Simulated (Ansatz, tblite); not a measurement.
Cost and result up the ladder for TcO3(NH2) (TcNO₃H₂) (7 atoms). Charge 0, multiplicity 1. Geometry: PBE-D4/def2-SVP.

```xyz
7

Tc    0.373   -0.435   -0.479
O     1.526   -1.314    0.402
O    -0.731   -1.504   -1.189
O     1.173    0.543   -1.606
N    -0.629    0.716    0.667
H    -1.460    0.396    1.174
H    -0.252    1.597    1.031
```

Ansatz on 4 threads of Arm Neoverse V2 on a shared host; xTB runs through tblite on one thread. Times are rough, summed over both states, and most runs start from the orbitals of an earlier one. No level here is sound enough to serve as a yardstick. The other state is a triplet.

In the def2 sets Tc takes a core potential; there is no spin–orbit coupling. The xTB rows come from tblite. HOMO above LUMO, or a gap near zero within one spin, warns that the state may not be the lowest or that an electron is smeared out.

xTB has no spin-polarisation term.

```json
{"level": "PBE-D4/def2-TZVP", "functions": "176", "vertical triplet (eV)": "3.19", "remarks": "gap within one spin near zero (triplet)"}
{"level": "PBE0-D4/def2-TZVP (with forces)", "functions": "176", "vertical triplet (eV)": "2.90", "remarks": "restricted SCF unstable in HF (singlet)"}
{"level": "GFN1-xTB", "functions": "29", "vertical triplet (eV)": "2.69", "remarks": "–"}
{"level": "r2SCAN-D4/def2-TZVP", "functions": "176", "vertical triplet (eV)": "3.12", "remarks": "restricted SCF unstable in HF (singlet)"}
{"level": "GFN2-xTB", "functions": "27", "vertical triplet (eV)": "3.17", "remarks": "–"}
```

Problem. Estimate how long each takes.

Solution. GFN2-xTB 0.007 s; GFN1-xTB 0.008 s; PBE-D4/def2-TZVP 9.4 s; PBE0-D4/def2-TZVP (with forces) 13 s; r2SCAN-D4/def2-TZVP 18 s. On shared hardware such times vary by a factor of up to 3.
